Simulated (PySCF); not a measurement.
**Low-lying terms of Se⁶⁺ (selenium, charge +6)**

Ground state [Ar] 3d10, ¹S. Calculation: PySCF 2.14, in def2-TZVP (6s5p4d1f, 48 functions); no relativity, point nucleus. Vertical excitation energies in eV without spin-orbit coupling; excited terms of each kind are numbered among those the solver found. Frozen: [Ar].

```json
{"term": "1 3D", "leading excitation": "3d → s", "EOM-EE-CCSD": "57.223"}
{"term": "1 1D", "leading excitation": "3d → s", "EOM-EE-CCSD": "57.918"}
{"term": "1 3P°", "leading excitation": "3d → p", "EOM-EE-CCSD": "70.963"}
{"term": "1 3F°", "leading excitation": "3d → p", "EOM-EE-CCSD": "71.620"}
{"term": "1 1F°", "leading excitation": "3d → p", "EOM-EE-CCSD": "72.119"}
{"term": "1 1D°", "leading excitation": "3d → p", "EOM-EE-CCSD": "72.782"}
{"term": "1 3D°", "leading excitation": "3d → p", "EOM-EE-CCSD": "72.790"}
{"term": "1 1P°", "leading excitation": "3d → p", "EOM-EE-CCSD": "72.931"}
{"term": "1 3G", "leading excitation": "3d → d", "EOM-EE-CCSD": "94.522"}
{"term": "1 1G", "leading excitation": "3d → d", "EOM-EE-CCSD": "94.788"}
{"term": "2 3D", "leading excitation": "3d → d", "EOM-EE-CCSD": "94.891"}
{"term": "1 1F", "leading excitation": "3d → d", "EOM-EE-CCSD": "95.344"}
```

The solver can miss terms.
